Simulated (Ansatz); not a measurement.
`[AlH2][InH][Cl]` + `C#C[SiH](F)CF` → `FC[SiH](F)[AlH2]` + `C#[C][InH][Cl]`  (redistribution)

Isolated molecules relaxed with PBE0-D4/def2-TZVP in Ansatz; ΔE leaves out vibrations. CCSD(T)/CBS is the MP2 limit (def2-TZVPP, def2-QZVPP) plus CCSD(T) − MP2 in def2-TZVPP, frozen cores. Functionals use def2-TZVPP. B3LYP here is the variant with VWN-RPA as its local correlation; programs differ in this. def2 core potentials past Kr. For In outer-core shells are correlated without core-valence functions, which leaves a few kJ/mol of doubt a bond. Each species was taken in one conformer, which may not be the lowest.

`[AlH2][InH][Cl]`:

Z-matrix (Å, degrees):
```
Al
In 1 2.658
H 1 1.587 2 119.9
H 1 1.587 2 119.9 3 177.3
Cl 2 2.378 1 104.7 3 -88.6
H 2 1.720 1 146.0 3 91.3
```

`C#C[SiH](F)CF`:

```xyz
10

C     0.033    1.586    2.077
C    -0.065    1.137    0.962
Si   -0.172    0.432   -0.707
F    -1.648    0.654   -1.275
C     0.117   -1.428   -0.657
F     1.426   -1.676   -0.259
H     0.118    1.985    3.062
H     0.788    1.108   -1.605
H    -0.036   -1.877   -1.645
H    -0.561   -1.921    0.046
```

`FC[SiH](F)[AlH2]`:

```xyz
10

F     1.795   -2.079    0.172
C     0.605   -1.401    0.400
Si    0.653    0.363   -0.284
F     1.737    1.208    0.557
Al   -1.574    1.445   -0.193
H     0.413   -1.408    1.479
H    -0.207   -1.958   -0.084
H     1.169    0.269   -1.681
H    -1.748    2.938    0.316
H    -2.844    0.623   -0.681
```

`C#[C][InH][Cl]`:

```xyz
6

C     0.784    1.558    0.987
C     0.348    0.640    0.333
In   -0.379   -0.922   -0.816
Cl   -1.829   -2.314    0.361
H     1.164    2.366    1.571
H    -0.089   -1.328   -2.436
```

Q: Is it downhill or uphill in electronic energy at CCSD(T)/CBS, and by how much? (Best estimate.)

A: Computed: Uphill: ΔE = +79.9 kJ/mol.

Q: What do these levels give: revPBE-D4, B3LYP-D4, r2SCAN0-D4, BHLYP-D4, B2PLYP, revPBE, B3LYP, BHLYP, MP2/def2-SVP, CCSD/def2-SVP, CCSD/def2-TZVPP, MP2/CBS(def2)? (Best estimate.)

A: Computed: revPBE-D4 79.3, B3LYP-D4 86.7, r2SCAN0-D4 85.5, BHLYP-D4 86.7, B2PLYP 83.9, revPBE 77.8, B3LYP 86.7, BHLYP 86.8, MP2/def2-SVP 80.5, CCSD/def2-SVP 80.9, CCSD/def2-TZVPP 76.8, MP2/CBS(def2) 85.9 kJ/mol.

Q: What do rigid-rotor, harmonic-oscillator terms from PBE0-D4/def2-TZVP frequencies (298.15 K, 1 bar) make of the CCSD(T)/CBS value? (An estimate is asked.)

A: The calculation gave: ΔZPE = -3.3 kJ/mol, ΔH = +77.3 kJ/mol, ΔS = 3 J/(mol·K), ΔG = +76.3 kJ/mol. Modes under 50 cm⁻¹ make the entropy rough.

Largest T1 diagnostic among the species: 0.014.

Leaving LDA and LC-ωPBE aside and taking each functional with its dispersion term where it has one, the values, not all of them listed here, spread over 11.7 kJ/mol, from ωB97X-V to B3LYP-D4. LDA lies +4.3 kJ/mol from PBE without D4.
